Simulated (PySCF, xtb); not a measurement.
ClH3SSi, SMILES S[SiH2]Cl.

Coordinates come from a B3LYP-D3(BJ)/def2-TZVP optimisation. The values are those of a single conformer.

Method: IEF-PCM-B3LYP/def2-SVP run with PySCF.

The values are the electrostatic part of the solvation free energy, E(continuum) − E(gas) at the gas-phase geometry, in a cavity of scaled van der Waals radii (PySCF's table); cavitation and dispersion terms are not included. In vacuum the orbital gap is 7.69 eV. The dipole moment in vacuum is 1.19 D.

Computed values in water (ε = 78.36), tetrahydrofuran (ε = 7.43), dimethylsulfoxide (ε = 46.83):
```
solvent                ε  ΔG(elec) (kcal/mol)  dipole (D)  gap (eV)
-----------------  -----  -------------------  ----------  --------
water              78.36                 -2.6        1.58      7.77
tetrahydrofuran     7.43                 -2.1        1.50      7.76
dimethylsulfoxide  46.83                 -2.5        1.57      7.77
```

For comparison, GFN2-xTB/ALPB(water) (xtb, at the GFN2-xTB geometry, all terms of that model) gives -0.5 kcal/mol.
